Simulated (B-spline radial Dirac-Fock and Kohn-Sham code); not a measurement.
## K: eigenvalues, ΔSCF and the reference

System: neutral potassium, [Ar] 3d1 (not the ground configuration).

The density-functional columns are spherical, spin-unpolarised Dirac-Kohn-Sham results without Breit or QED terms: −ε is minus the orbital energy of the initial state and ΔSCF the difference of two total energies. The reference in the last column comes from multi-electron Dirac-Fock with separately optimised hole states, Breit and Lamb-shift corrections added in first order. All numbers are from an atomic code on a B-spline grid, in eV; a selection of levels is shown. The Kohn-Sham columns are given as differences from the reference.

```
level  LDA −ε − DF  LDA ΔSCF − DF  Dirac-Fock
   1s       -100.7           +5.0      3613.3
   2s        -31.0          -15.4       384.6
2p1/2        -18.5           -0.2       301.7
2p3/2        -18.6           -0.5       299.0
   3s         -8.0           -4.4       44.54
3p1/2         -3.0           +0.3       23.41
3p3/2         -3.0           +0.3       23.16
   3d         -1.0           +0.3        1.58
```

Values without a named source are computed, but for edge energies of neutral atoms, which are taken from tables.
